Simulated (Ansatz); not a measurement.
A structure relaxed at PBE0-D4/def2-SVPD in Ansatz, charge -1, singlet:

Cartesian coordinates in Å:
```
B 0.0033 0.0046 0.0007
Si 3.0542 -2.3841 0.9135
Si -3.0607 2.3754 -0.9144
Si 1.4287 -1.1086 0.4275
Si -1.4255 1.1128 -0.4273
```

(1) Give its formula and point group.

(2) Summarise the bond lengths by kind (pairs closer than 1.2 times the sum of covalent radii, bridged metal pairs left out).

Results:

(1) Si4B⁻. Point group D∞h (tolerance 0.1 Å).

(2) 2 × Si–Si 2.12 Å; 2 × B–Si 1.86 Å.

The restricted singlet is unstable towards broken spin symmetry at other levels; at PBE0-D4/def2-SVPD this wasn't settled. Another isomer (singlet) lies 3.65 eV lower at PBE0-D4/def2-TZVPD; other spin states weren't run for this one.
